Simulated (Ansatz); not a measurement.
Geometry optimisation, DFT PBE-D3(BJ), scalar-relativistic, plane waves, PAW (Ansatz).

Input:

```yaml
accuracy: low
crystal:
  lattice:
    - [8.197183, 0.0, 0.0]
    - [0.0, 8.197183, 0.0]
    - [0.0, 0.0, 8.197183]
  atoms:
    - { symbol: Cl, position: [0.5693728, 0.8627357, 0.3244538] }
    - { symbol: H, position: [0.6326291, 0.8687317, 0.1818177] }
    - { symbol: Cl, position: [0.0770412, 0.0763054, -0.0111513] }
    - { symbol: H, position: [0.165821, 0.0404766, 0.1122051] }
    - { symbol: Cl, position: [0.0117487, 0.9599094, 0.5952014] }
    - { symbol: H, position: [0.0872368, 0.9297496, 0.4618811] }
    - { symbol: Cl, position: [0.3467812, 0.2046045, 0.3743098] }
    - { symbol: H, position: [0.385229, 0.2718972, 0.2387524] }
    - { symbol: Cl, position: [0.4790207, 0.9854652, 0.7167307] }
    - { symbol: H, position: [0.3406008, 0.9170289, 0.6935196] }
    - { symbol: Cl, position: [0.3500485, 0.4953961, 0.7023579] }
    - { symbol: H, position: [0.4860345, 0.5646925, 0.7353451] }
    - { symbol: Cl, position: [0.8218412, 0.3070258, 0.3177913] }
    - { symbol: H, position: [0.8544881, 0.3140201, 0.1652541] }
    - { symbol: Cl, position: [0.8878247, 0.4247568, 0.8182715] }
    - { symbol: H, position: [0.9777463, 0.4538845, 0.6939813] }
    - { symbol: Cl, position: [0.2550505, 0.6332263, 0.3466844] }
    - { symbol: H, position: [0.1363759, 0.6266846, 0.245413] }
    - { symbol: Cl, position: [0.8570439, 0.7014708, 0.0658406] }
    - { symbol: H, position: [0.7363587, 0.6028728, 0.0756327] }
    - { symbol: Cl, position: [0.5725217, 0.1682526, 1.0327112] }
    - { symbol: H, position: [0.6291297, 0.1910799, 0.8889864] }
    - { symbol: Cl, position: [0.4106829, 0.7446974, 0.0030766] }
    - { symbol: H, position: [0.5410785, 0.6976636, 0.0749597] }
basis:
  ecutwfc: 420.0
kpoints:
  mp_grid: { grid: [1, 1, 1] }
hamiltonian:
  xc: pbe
  dispersion: d3bj
scf:
  occupations: { method: fermi_dirac, width: 0.02 }
  lower_state_search: "off"
relax:
  f_tol: 0.3
  max_steps: 15
  adjacent_minimum: "off"
```

Launched with:

```bash
$ ansatz run input.yaml --threads 1 --pin off --max-ram 3072MiB --backend cpu --events-out ev --progress --plain --runs-dir out
```

**Question.** Where does it end, and by what steps?

**Answer.** The forces met the threshold. The threshold is loose, so the end isn't yet a minimum. The force dipped under the threshold on the way, but the program's further checks kept it going. Limits of this set-up: coarse k mesh, low accuracy level. After 16 steps the energy has fallen by 2.609 eV; Cl11 moved furthest, 1.32 Å.

```json
{"step": "0", "energy less start (eV)": "0.0000", "largest force component (eV/Å)": "0.940", "accepted": "yes"}
{"step": "1", "energy less start (eV)": "-0.6055", "largest force component (eV/Å)": "0.365", "accepted": "yes"}
{"step": "2", "energy less start (eV)": "-1.0279", "largest force component (eV/Å)": "0.945", "accepted": "yes"}
{"step": "3", "energy less start (eV)": "-1.4068", "largest force component (eV/Å)": "1.048", "accepted": "yes"}
{"step": "4", "energy less start (eV)": "-1.7073", "largest force component (eV/Å)": "0.873", "accepted": "yes"}
{"step": "5", "energy less start (eV)": "-1.9317", "largest force component (eV/Å)": "0.643", "accepted": "yes"}
{"step": "6", "energy less start (eV)": "-2.1226", "largest force component (eV/Å)": "0.628", "accepted": "yes"}
{"step": "7", "energy less start (eV)": "-2.2789", "largest force component (eV/Å)": "0.551", "accepted": "yes"}
{"step": "8", "energy less start (eV)": "-2.3918", "largest force component (eV/Å)": "0.280", "accepted": "yes"}
{"step": "9", "energy less start (eV)": "-2.3918", "largest force component (eV/Å)": "0.280", "accepted": "yes"}
{"step": "10", "energy less start (eV)": "-2.4509", "largest force component (eV/Å)": "0.453", "accepted": "yes"}
{"step": "11", "energy less start (eV)": "-2.5228", "largest force component (eV/Å)": "0.112", "accepted": "yes"}
{"step": "12", "energy less start (eV)": "-2.5228", "largest force component (eV/Å)": "0.112", "accepted": "yes"}
{"step": "13", "energy less start (eV)": "-2.5388", "largest force component (eV/Å)": "0.635", "accepted": "yes"}
{"step": "14", "energy less start (eV)": "-2.5562", "largest force component (eV/Å)": "0.693", "accepted": "yes"}
{"step": "15", "energy less start (eV)": "-2.6091", "largest force component (eV/Å)": "0.248", "accepted": "yes"}
{"step": "16", "energy less start (eV)": "-2.6091", "largest force component (eV/Å)": "0.248", "accepted": "yes"}
```

```xyz
24
Lattice="8.1972 0.0000 0.0000 0.0000 8.1972 0.0000 0.0000 0.0000 8.1972" Properties=species:S:1:pos:R:3
Cl 4.986 7.073 2.478
H 6.000 6.637 1.762
Cl 0.197 0.827 0.556
H 1.247 1.134 1.326
Cl 0.118 8.401 4.694
H 0.453 7.227 4.196
Cl 2.788 1.733 2.485
H 3.593 1.770 1.432
Cl 3.343 7.873 5.781
H 2.123 8.305 5.518
Cl 4.031 4.083 5.125
H 3.916 4.582 6.326
Cl 6.547 2.912 2.505
H 7.228 2.060 1.742
Cl 8.057 3.286 6.026
H 8.503 3.958 4.994
Cl 1.323 5.424 3.393
H 0.579 5.526 2.307
Cl 7.426 5.538 0.619
H 6.992 4.430 1.234
Cl 4.835 1.860 7.924
H 4.152 1.114 7.068
Cl 3.011 5.222 0.223
H 3.734 5.936 1.060
```

Time of the run: 43 s on 1 thread of Arm Neoverse V1, on a shared host, peak memory 0.47 GiB.
